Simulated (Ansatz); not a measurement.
The same molecule with X = Si, Ge, Sn. Ansatz, PBE0-D4/def2-TZVP geometries, multiplicity 1.

Elements past krypton have def2 core potentials. Scalar relativity is left out up to krypton.

```tsv
X	molecule	mean X–Cl bond length / Å	mean X–H bond length / Å	size of the dipole moment (ωB97M-V/def2-TZVPP) / D	size of the dipole moment (PBE/def2-TZVPP) / D	zero-point energy (PBE0-D4/def2-TZVP) / kJ/mol
Si	`Cl[SiH](Cl)Cl`	2.030	1.469	0.76	0.70	37.1
Ge	`[Cl][GeH]([Cl])[Cl]`	2.126	1.525	1.44	1.35	32.4
```

(1) Give the row for X = Sn, `[Cl][SnH]([Cl])[Cl]`. (Estimate.)

Results:

(1) Computed: 
```json
{"X": "Sn", "molecule": "`[Cl][SnH]([Cl])[Cl]`", "mean X–Cl bond length / Å": "2.300", "mean X–H bond length / Å": "1.692", "size of the dipole moment (ωB97M-V/def2-TZVPP) / D": "2.04", "size of the dipole moment (PBE/def2-TZVPP) / D": "1.91", "zero-point energy (PBE0-D4/def2-TZVP) / kJ/mol": "27.7"}
```

From Si to Sn the mean X–Cl bond length rises at each step, by 0.270 Å in all; the mean X–H bond length rises at each step, by 0.223 Å in all; the zero-point energy (PBE0-D4/def2-TZVP) falls at each step, by 9.4 kJ/mol in all. Bonds lengthen as the atom grows down the group. Dipoles are sizes alone, and their direction can turn along the series.
